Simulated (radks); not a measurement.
Results of a calculation; reference values are marked as such.
Yb2+, 68 electrons, occupied as [Xe] 4f14 (the NIST ground configuration). Code: a radial shooting solver on a logarithmic mesh with Libxc functionals. Model: Dirac Kohn-Sham, LDA (Slater exchange, Perdew-Wang correlation), spin-unpolarised, spherical densities, finite nucleus; Fermi nuclear charge, rms radius 5.3108 fm.

Normalised radial functions P(r) = r R(r) (large component), r in bohr:

r	5s1/2	5p1/2
0.002913	0.1133	0.0152
0.004415	0.1424	0.0260
0.006747	0.1658	0.0452
0.01023	0.1661	0.0772
0.0155	0.1189	0.1264
0.02369	-0.0009	0.1894
0.03591	-0.1688	0.2327
0.05487	-0.2680	0.1826
0.08318	-0.1052	-0.0295
0.1271	0.2815	-0.2989
0.1927	0.3140	-0.2281
0.2921	-0.2980	0.2862
0.4463	-0.4968	0.4446
0.6766	0.4017	-0.2746
1.034	1.0683	-0.9462
1.567	0.7264	-0.8073
2.395	0.1980	-0.3145
3.63	0.0190	-0.0518

5s1/2: eigenvalue -69.866 eV, 4 radial nodes at r = 0.0236, 0.0941, 0.245, 0.579 bohr, <r> = 1.21 bohr, 90 % of the charge inside 1.75 bohr. 5p1/2: eigenvalue -46.849 eV, 3 radial nodes at r = 0.0796, 0.236, 0.596 bohr, <r> = 1.36 bohr, 90 % of the charge inside 2.01 bohr.
